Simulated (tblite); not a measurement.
A geometry optimisation, step by step.

Species: C₃H₁₁PSi₂.
Bonds: C1–C2 (double), C2–C3, C2–Si4, Si4–Si5, Si5–P6. Hydrogens: H7, H8 on C1; H9, H10, H11 on C3; H12, H13 on Si4; H14, H15 on Si5; H16, H17 on P6.

Computed with GFN2-xTB (tblite), gas phase: L-BFGS steps from a force-field or distance-geometry start until the largest atomic force falls under 0.01 eV/Å. 11 of its 207 geometries are shown.

Step 0: E = -487.4930 eV, largest atomic force 1.989 eV/Å
```
atom  x, y, z in Å  |  force x, y, z in eV/Å
C1     -1.692    1.310    0.529    0.046   0.131  -0.161
C2     -1.337    0.080    0.152   -0.691   0.498   1.118
C3     -1.823   -1.067    0.989   -1.692  -0.607  -0.163
Si4    -0.249   -0.147   -1.321   -0.515  -0.016  -0.884
Si5     1.868   -0.595   -0.762    1.516  -0.243  -0.711
P6      2.727    0.880    0.606   -0.140   0.672   1.867
H7     -1.330    2.144   -0.083   -0.445  -0.139   0.641
H8     -2.339    1.486    1.406    0.544   0.113  -0.686
H9     -1.445   -1.037    2.021    0.132  -0.179  -0.561
H10    -1.687   -2.057    0.501    0.328   0.676   0.503
H11    -2.956   -0.970    1.084    1.188  -0.063  -0.019
H12    -0.297    1.057   -2.166   -0.192  -0.103  -0.041
H13    -0.763   -1.332   -2.029   -0.063   0.134  -0.138
H14     2.740   -0.634   -1.979   -0.225  -0.288   0.249
H15     1.867   -1.901   -0.095    0.344   0.074   0.099
H16     4.085    0.548    1.021   -0.958   0.734  -1.105
H17     2.625    2.247    0.115    0.822  -1.394  -0.008
```

Step 21: E = -488.5163 eV, largest atomic force 0.077 eV/Å
```
atom  x, y, z in Å  |  force x, y, z in eV/Å
C1     -1.718    1.361    0.545    0.001   0.025  -0.006
C2     -1.395    0.132    0.161    0.016   0.007   0.036
C3     -1.860   -1.056    0.956   -0.015  -0.041   0.020
Si4    -0.282   -0.160   -1.340    0.024  -0.008  -0.033
Si5     1.919   -0.594   -0.695   -0.071   0.017  -0.025
P6      2.597    0.871    0.865    0.004   0.023   0.026
H7     -1.383    2.228    0.002   -0.007   0.032  -0.014
H8     -2.328    1.559    1.414    0.000  -0.028   0.004
H9     -1.393   -1.064    1.940    0.051   0.021   0.008
H10    -1.616   -1.992    0.460    0.010  -0.020  -0.044
H11    -2.938   -1.020    1.108   -0.018   0.019  -0.014
H12    -0.423    1.017   -2.213    0.045  -0.031   0.020
H13    -0.815   -1.305   -2.097    0.003   0.015   0.038
H14     2.857   -0.596   -1.830    0.000   0.004  -0.005
H15     2.127   -1.892   -0.038   -0.017  -0.023   0.000
H16     3.941    0.573    0.744   -0.014   0.012  -0.005
H17     2.703    1.949    0.006   -0.013  -0.024  -0.006
```

Step 41: E = -488.5226 eV, largest atomic force 0.039 eV/Å
```
atom  x, y, z in Å  |  force x, y, z in eV/Å
C1     -1.728    1.377    0.549   -0.003   0.002  -0.007
C2     -1.387    0.155    0.159    0.007   0.005   0.000
C3     -1.828   -1.049    0.946    0.016  -0.007  -0.007
Si4    -0.276   -0.151   -1.342   -0.004  -0.011  -0.002
Si5     1.906   -0.620   -0.682    0.025  -0.016  -0.006
P6      2.567    0.858    0.874   -0.001   0.013   0.020
H7     -1.413    2.257    0.015    0.010   0.001  -0.024
H8     -2.340    1.555    1.422   -0.007  -0.016   0.008
H9     -1.306   -1.085    1.902    0.006   0.009   0.000
H10    -1.615   -1.972    0.412   -0.007  -0.013  -0.017
H11    -2.897   -1.010    1.150    0.019   0.030   0.015
H12    -0.351    1.004   -2.248   -0.020   0.014   0.031
H13    -0.841   -1.297   -2.068   -0.001  -0.008  -0.017
H14     2.854   -0.614   -1.809   -0.006  -0.011   0.009
H15     2.098   -1.928   -0.037   -0.007   0.021   0.000
H16     3.919    0.607    0.748   -0.009  -0.017  -0.010
H17     2.633    1.926    0.000   -0.017   0.004   0.007
```

Step 62: E = -488.5566 eV, largest atomic force 0.125 eV/Å
```
atom  x, y, z in Å  |  force x, y, z in eV/Å
C1     -1.756    1.390    0.472   -0.027   0.046  -0.005
C2     -1.334    0.187    0.110   -0.022   0.002   0.025
C3     -1.640   -1.020    0.948   -0.010   0.009  -0.009
Si4    -0.253   -0.103   -1.413    0.053  -0.060   0.096
Si5     1.859   -0.721   -0.650   -0.017  -0.059   0.021
P6      2.413    0.747    0.952   -0.007   0.010   0.031
H7     -1.521    2.273   -0.097   -0.005   0.011  -0.037
H8     -2.358    1.550    1.354    0.009  -0.007   0.024
H9     -0.793   -1.238    1.601    0.003  -0.005  -0.041
H10    -1.812   -1.891    0.319   -0.017  -0.016   0.030
H11    -2.516   -0.854    1.573    0.026  -0.007   0.001
H12    -0.260    1.117   -2.229   -0.006   0.002  -0.031
H13    -0.864   -1.189   -2.186   -0.025  -0.009  -0.072
H14     2.898   -0.816   -1.689   -0.002   0.036   0.010
H15     1.927   -2.010    0.059   -0.018   0.016  -0.045
H16     3.768    0.726    0.710    0.061  -0.001   0.002
H17     2.234    1.862    0.156    0.005   0.032   0.000
```

Step 82: E = -488.5700 eV, largest atomic force 0.051 eV/Å
```
atom  x, y, z in Å  |  force x, y, z in eV/Å
C1     -1.794    1.389    0.420    0.015   0.008   0.009
C2     -1.341    0.189    0.085    0.040   0.006   0.014
C3     -1.578   -1.002    0.962   -0.027  -0.007  -0.012
Si4    -0.252   -0.106   -1.432    0.002   0.012  -0.021
Si5     1.838   -0.743   -0.623    0.028   0.016   0.007
P6      2.408    0.697    1.008   -0.038  -0.006  -0.001
H7     -1.610    2.257   -0.190   -0.021   0.009   0.001
H8     -2.362    1.554    1.324   -0.028   0.027  -0.014
H9     -0.639   -1.321    1.417   -0.012   0.017   0.003
H10    -1.962   -1.837    0.377   -0.009  -0.012  -0.001
H11    -2.289   -0.771    1.753    0.017  -0.019   0.022
H12    -0.225    1.129   -2.232   -0.002  -0.040   0.014
H13    -0.872   -1.149   -2.263    0.017  -0.002   0.009
H14     2.899   -0.815   -1.639    0.002   0.018  -0.016
H15     1.880   -2.050    0.049   -0.008  -0.002  -0.009
H16     3.751    0.760    0.706    0.038  -0.033  -0.010
H17     2.141    1.832    0.267   -0.014   0.007   0.006
```

Step 103: E = -488.5788 eV, largest atomic force 0.038 eV/Å
```
atom  x, y, z in Å  |  force x, y, z in eV/Å
C1     -1.861    1.396    0.370   -0.011  -0.004  -0.009
C2     -1.360    0.200    0.092    0.020   0.016   0.012
C3     -1.591   -0.975    0.994   -0.020   0.020   0.007
Si4    -0.251   -0.122   -1.404   -0.022  -0.022  -0.021
Si5     1.874   -0.699   -0.654    0.017   0.009  -0.011
P6      2.465    0.624    1.062    0.001   0.010  -0.015
H7     -1.692    2.247   -0.269    0.001  -0.005  -0.009
H8     -2.469    1.581    1.244    0.012  -0.014   0.009
H9     -0.639   -1.361    1.359    0.006   0.012   0.007
H10    -2.085   -1.777    0.448    0.004  -0.010  -0.010
H11    -2.207   -0.702    1.848   -0.009  -0.005   0.022
H12    -0.280    1.071   -2.260    0.006   0.002  -0.009
H13    -0.833   -1.228   -2.180   -0.002   0.015  -0.001
H14     2.898   -0.651   -1.710    0.003   0.010  -0.003
H15     1.979   -2.056   -0.096    0.003  -0.003   0.007
H16     3.811    0.653    0.756   -0.010  -0.005   0.013
H17     2.233    1.812    0.391    0.000  -0.025   0.010
```

Step 124: E = -488.5818 eV, largest atomic force 0.034 eV/Å
```
atom  x, y, z in Å  |  force x, y, z in eV/Å
C1     -1.869    1.397    0.355   -0.001   0.005  -0.004
C2     -1.365    0.197    0.099   -0.007  -0.001  -0.012
C3     -1.604   -0.959    1.024    0.002  -0.004  -0.015
Si4    -0.266   -0.146   -1.403    0.022   0.010   0.011
Si5     1.888   -0.677   -0.695   -0.008   0.005   0.007
P6      2.447    0.593    1.075   -0.003  -0.020  -0.027
H7     -1.701    2.236   -0.300    0.005   0.011  -0.009
H8     -2.474    1.595    1.227    0.001  -0.002   0.004
H9     -0.658   -1.303    1.443   -0.006   0.011   0.004
H10    -2.047   -1.792    0.479    0.011   0.011   0.014
H11    -2.268   -0.680    1.841    0.027  -0.015  -0.011
H12    -0.302    1.033   -2.280   -0.014  -0.006   0.009
H13    -0.852   -1.261   -2.161   -0.004  -0.008   0.004
H14     2.898   -0.534   -1.756   -0.007   0.005   0.003
H15     2.063   -2.050   -0.198   -0.010   0.011   0.000
H16     3.804    0.564    0.826    0.001   0.003   0.021
H17     2.300    1.800    0.417   -0.011  -0.014  -0.001
```

Step 144: E = -488.5933 eV, largest atomic force 0.063 eV/Å
```
atom  x, y, z in Å  |  force x, y, z in eV/Å
C1     -1.885    1.415    0.274    0.027   0.015   0.006
C2     -1.335    0.226    0.070   -0.025  -0.001  -0.012
C3     -1.448   -0.877    1.078    0.027   0.002   0.011
Si4    -0.298   -0.167   -1.463   -0.030   0.007  -0.023
Si5     1.862   -0.681   -0.774    0.058  -0.024  -0.002
P6      2.236    0.405    1.157    0.021   0.011  -0.020
H7     -1.794    2.215   -0.444   -0.013  -0.022   0.009
H8     -2.447    1.648    1.167   -0.001  -0.017  -0.002
H9     -0.455   -1.136    1.452   -0.005   0.000  -0.003
H10    -1.874   -1.770    0.622    0.007   0.019   0.005
H11    -2.065   -0.583    1.924   -0.025   0.006  -0.002
H12    -0.363    0.993   -2.361    0.004   0.000  -0.014
H13    -0.919   -1.292   -2.179    0.008  -0.004   0.015
H14     2.892   -0.355   -1.778   -0.015  -0.001   0.044
H15     2.112   -2.088   -0.421   -0.023   0.020  -0.021
H16     3.614    0.396    1.076   -0.004  -0.012  -0.013
H17     2.161    1.664    0.592   -0.012   0.000   0.023
```

Step 165: E = -488.5983 eV, largest atomic force 0.028 eV/Å
```
atom  x, y, z in Å  |  force x, y, z in eV/Å
C1     -1.917    1.425    0.234    0.003  -0.009   0.006
C2     -1.342    0.244    0.053    0.001   0.001   0.014
C3     -1.415   -0.824    1.103   -0.017   0.003   0.011
Si4    -0.318   -0.186   -1.478    0.023  -0.013   0.010
Si5     1.868   -0.637   -0.813    0.012   0.004  -0.012
P6      2.243    0.273    1.206   -0.012   0.003  -0.003
H7     -1.857    2.210   -0.501   -0.008  -0.012  -0.022
H8     -2.478    1.660    1.127    0.011   0.010   0.000
H9     -0.414   -1.036    1.485   -0.004   0.008   0.001
H10    -1.812   -1.748    0.686    0.004   0.012  -0.011
H11    -2.042   -0.515    1.938    0.001  -0.011  -0.005
H12    -0.431    0.912   -2.446   -0.001   0.007   0.005
H13    -0.910   -1.376   -2.107   -0.004   0.011  -0.003
H14     2.900   -0.183   -1.761   -0.021  -0.007  -0.002
H15     2.148   -2.064   -0.601    0.009  -0.009  -0.001
H16     3.619    0.279    1.108    0.007   0.008  -0.012
H17     2.150    1.578    0.759   -0.003  -0.006   0.021
```

Step 185: E = -488.6029 eV, largest atomic force 0.248 eV/Å
```
atom  x, y, z in Å  |  force x, y, z in eV/Å
C1     -1.981    1.448    0.113    0.031  -0.031  -0.002
C2     -1.357    0.278    0.043    0.023   0.040   0.018
C3     -1.352   -0.690    1.188    0.000   0.000  -0.019
Si4    -0.346   -0.254   -1.465   -0.007   0.018  -0.006
Si5     1.891   -0.561   -0.893    0.100  -0.101  -0.025
P6      2.284   -0.133    1.285    0.019   0.193  -0.155
H7     -1.975    2.142   -0.712    0.007  -0.013   0.031
H8     -2.526    1.766    0.991   -0.013  -0.038  -0.010
H9     -0.350   -0.742    1.626   -0.047   0.010  -0.028
H10    -1.606   -1.689    0.832   -0.007   0.029   0.056
H11    -2.053   -0.401    1.969    0.008   0.011  -0.027
H12    -0.516    0.753   -2.522    0.000  -0.005   0.018
H13    -0.939   -1.501   -1.974    0.024  -0.004  -0.001
H14     2.809    0.236   -1.731   -0.051  -0.017   0.058
H15     2.374   -1.948   -1.053   -0.053   0.087   0.020
H16     3.641    0.084    1.120   -0.073   0.012   0.021
H17     1.995    1.226    1.171    0.040  -0.190   0.051
```

Step 206: E = -488.6118 eV, largest atomic force 0.009 eV/Å
```
atom  x, y, z in Å  |  force x, y, z in eV/Å
C1     -2.010    1.435    0.075   -0.001  -0.001   0.003
C2     -1.344    0.288    0.042   -0.002   0.001  -0.002
C3     -1.333   -0.641    1.216   -0.003   0.003  -0.001
Si4    -0.330   -0.259   -1.459   -0.002   0.001  -0.005
Si5     1.917   -0.552   -0.925    0.000  -0.001  -0.009
P6      2.317   -0.260    1.266   -0.004   0.003   0.004
H7     -2.019    2.112   -0.763    0.004   0.001   0.002
H8     -2.579    1.747    0.939    0.005   0.002   0.000
H9     -0.317   -0.733    1.610   -0.002  -0.003  -0.003
H10    -1.659   -1.637    0.917    0.000   0.001   0.002
H11    -1.980   -0.283    2.015   -0.002  -0.002   0.003
H12    -0.520    0.735   -2.523    0.001   0.000   0.004
H13    -0.910   -1.518   -1.951    0.002  -0.006   0.001
H14     2.803    0.327   -1.704    0.003   0.001  -0.001
H15     2.414   -1.912   -1.173    0.004  -0.004  -0.002
H16     3.640    0.103    1.115    0.001   0.003  -0.001
H17     1.901    1.059    1.291   -0.005   0.001   0.003
```

Problem. Summarise the path.

Solution. The energy falls by 25.80 kcal/mol from step 0 to step 206; nine tenths of that is first reached at step 13. It rises by more than 0.2 meV at steps 178 and 185. The largest force goes from 1.989 to 0.009 eV/Å. Among the bonds Si4–Si5 changes most, from 2.235 to 2.328 Å; the atoms move by 0.932 Å rms after alignment.

Problem. Follow the three bonds and two angles with the largest change from start to end.

Solution. 
```
step  E above end (kcal/mol)  largest force (eV/Å)  Si4–Si5 (Å)  P6–H16 (Å)  P6–H17 (Å)  H16–P6–H17 (°)  Si5–P6–H17 (°)
   0                   25.80                 1.989        2.235       1.458       1.455           112.0           113.2
   9                    3.63                 0.420        2.299       1.377       1.377            89.9            98.6
  18                    2.26                 0.095        2.332       1.381       1.381            92.5            95.5
  27                    2.14                 0.045        2.327       1.380       1.382            92.0            95.3
  36                    2.09                 0.047        2.328       1.381       1.382            92.3            94.4
  45                    2.01                 0.119        2.329       1.381       1.382            92.1            94.7
  54                    1.76                 0.096        2.327       1.380       1.383            92.4            95.4
  63                    1.20                 0.117        2.328       1.378       1.382            92.1            94.6
  72                    1.04                 0.040        2.328       1.378       1.382            92.1            94.8
  81                    0.97                 0.047        2.331       1.379       1.382            91.9            95.0
  90                    0.87                 0.058        2.334       1.379       1.381            92.4            95.2
  99                    0.79                 0.059        2.329       1.379       1.381            92.2            95.6
 107                    0.75                 0.029        2.329       1.380       1.382            92.3            95.1
 116                    0.72                 0.019        2.329       1.381       1.382            92.2            95.0
 125                    0.69                 0.043        2.329       1.380       1.383            92.2            95.3
 134                    0.57                 0.056        2.326       1.380       1.380            91.8            94.3
 143                    0.43                 0.061        2.326       1.381       1.382            92.2            94.5
 152                    0.37                 0.033        2.328       1.379       1.381            92.4            94.8
 161                    0.33                 0.043        2.327       1.380       1.382            92.2            94.8
 170                    0.28                 0.042        2.327       1.381       1.383            92.1            95.2
 179                    0.23                 0.046        2.327       1.381       1.382            92.4            95.6
 188                    0.14                 0.168        2.331       1.383       1.390            92.4            94.5
 197                    0.02                 0.044        2.330       1.380       1.384            92.1            95.2
 206                    0.00                 0.009        2.328       1.379       1.383            92.3            95.1
```

The cost below is that of the whole relaxation. Time: 2.9 s wall. Hardware: an Arm Neoverse N1 with one thread, shared host.
